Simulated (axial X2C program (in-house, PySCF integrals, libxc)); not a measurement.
**Nuclear properties of ScS**

Calculated with an axial X2C code built on PySCF integrals: two-component X2C with atomic mean-field Coulomb and Gaunt terms, Gaussian nuclei, basis Sc dyall-cv3z, S dyall-av3z with contracted cores.

R = 2.125 Å (near the PBE0 minimum at charge 0 of the determinant lowest at the starting distance; the state shown can have its own minimum elsewhere).

Determinant lowest in the PBE0 search, Ω = 1/2 (⟨Sz⟩ = 0.50, ⟨Lz⟩ = 0.00 at PBE0), spin on the atoms Sc 0.52, S -0.02:

```csv
level,Eeff magnitude (GV/cm),Ws magnitude Sc (kHz),A∥/gI Sc (MHz),qzz Sc (a.u.),A∥/gI S (MHz),qzz S (a.u.),μ (D)
PBE0,0.342,0.244,1230,-1.08,35.7,-0.52,-5.57
HF,0.515,0.37,1190,-1.21,21.7,-0.77,-6.23
r2SCAN,0.376,0.268,1250,-1.13,35.9,-0.55,-5.26
TPSSh,0.328,0.233,1160,-1.10,35,-0.53,-5.29
BHandHLYP,0.386,0.277,1310,-1.06,23.1,-0.47,-6.22
```

Determinant 1.01 eV from it at PBE0 and this distance, Ω = 3/2 (⟨Sz⟩ = -0.50, ⟨Lz⟩ = 2.00 at PBE0), spin on the atoms Sc -0.55, S 0.05:

```tsv
level	Eeff magnitude (GV/cm)	Ws magnitude Sc (kHz)	Ws magnitude S (kHz)	A∥/gI Sc (MHz)	qzz Sc (a.u.)	A∥/gI S (MHz)	qzz S (a.u.)	μ (D)
PBE0	0.0035	0.00337	0.00273	208	0.15	0.412	-0.25	-8.77
HF	0.00102	0.00439	0.00519	218	0.32	3.6	-0.47	-11.03
r2SCAN	0.0181	0.00777	0.00325	207	0.09	6.19	-0.31	-8.41
TPSSh	0.00351	0.00305	0.00242	229	0.09	2.61	-0.27	-8.51
BHandHLYP	0.012	0.00431	0.00167	228	0.26	-1.53	-0.24	-9.46
```

Eeff is the effective electric field on the electron electric dipole moment in this Ω state and Ws the scalar–pseudoscalar constant of the nucleus named (defined with the proton number Z and per Ω); A∥ (defined per Ω) follows by multiplying with gI = μI/(I μN); qzz is the electric field gradient, eQq0 = 234.96 MHz × Q/barn × qzz; μ is positive if the S end (last atom) is positive. The operators were transformed with the bare-nucleus X2C matrices; with these basis sets, hyperfine constants and field gradients can be off by tens of per cent, and where levels differ in sign neither size nor sign is settled.

Q: With gI(45Sc) = 1.3590, Q(45Sc) = -0.22 barn, gI(33S) = 0.4292, Q(33S) = -0.0694 barn (g factors from the IAEA table of nuclear moments by Stone; Q from Pyykkö, Mol. Phys. 2018), turn the PBE0 values of the first state into constants in MHz.

A: A∥(45Sc) = 1230 × 1.3590 = 1670 MHz; eQq0(45Sc) = 234.96 × (-0.22) × (-1.08) = 55.8 MHz; A∥(33S) = 35.7 × 0.4292 = 15.3 MHz; eQq0(33S) = 234.96 × (-0.0694) × (-0.52) = 8.48 MHz.

Each state is one determinant with collinear spin. Unrestricted Hartree–Fock can overshoot spin polarisation at the nuclei. In the state Ω = 3/2 the sign of Eeff differs between levels (HF against PBE0). Where Eeff spreads by more than a factor of two the levels disagree and none is to be relied on. The search compared states at one distance, so a state with another bond length can lie lower. Further determinants of the search, some of them spin-mixed, are not shown. PBE0 term energies can be off by some tenths of an eV.
